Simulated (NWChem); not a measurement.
GeH₂, singlet; SMILES [GeH2]

```xyz
3

Ge     0.0000     0.0000     0.0350
H      0.0000    -1.1332    -1.0856
H      0.0000     1.1332    -1.0856
```
Atoms are numbered in this order, from 1.

Program: NWChem. Pople sets run with spherical d functions. Low-valent species are run as closed-shell singlets; no triplet was tried in these runs. The geometry was optimised at PBE0-D3(BJ)/def2-TZVP. GIAO values for the isolated, static molecule; σ is the absolute isotropic shielding.

Problem. Taking B3LYP/pcSseg-2 as the yardstick, which of these has the fewest basis functions while keeping “σ Ge1 (ppm)” within 5 ppm of it: B3LYP/6-311G**; B3LYP/def2-TZVP; B3LYP/def2-SVP; B3LYP/6-31G*?

Solution. none of them.
```json
[
 {"level": "B3LYP/6-31G*", "basis functions": "36", "σ Ge1 (ppm)": "-49.3", "relative time (rough)": "1"},
 {"level": "B3LYP/def2-SVP", "basis functions": "42", "σ Ge1 (ppm)": "-280.2", "relative time (rough)": "1"},
 {"level": "B3LYP/6-311G**", "basis functions": "56", "σ Ge1 (ppm)": "-534.9", "relative time (rough)": "1"},
 {"level": "B3LYP/def2-TZVP", "basis functions": "60", "σ Ge1 (ppm)": "-476.4", "relative time (rough)": "2"},
 {"level": "B3LYP/pcSseg-2", "basis functions": "91", "σ Ge1 (ppm)": "-523.7", "relative time (rough)": "5"}
]
```

The yardstick is one finite set, not the basis-set limit.
